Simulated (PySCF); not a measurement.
**Radial density of Al (aluminium, neutral)**

UHF, [Ne] 3s1 3p2, high-spin 4P determinant (an excited configuration). All numbers are calculated (PySCF 2.14, the non-relativistic Hamiltonian (point nucleus), in dyall-acv3z (19s12p6d4f, 113 functions)).

```
r (bohr)  4πr²ρ (e/bohr)  4πr²(ρα − ρβ)
 0.00224         0.08349         0.0002
 0.00377          0.2270         0.0005
 0.00635          0.6007         0.0012
  0.0107           1.519         0.0031
  0.0180           3.560         0.0072
  0.0302           7.342         0.0146
  0.0508           12.26         0.0234
  0.0854           14.54         0.0264
   0.144           10.91         0.0325
   0.242           8.728         0.1063
   0.407           12.54         0.1861
   0.684           9.055         0.0173
    1.15           2.033         0.1993
    1.93           1.085         1.0288
    3.25          0.8279         0.8278
    5.47          0.1275         0.1275
    9.21        0.002552         0.0026
```
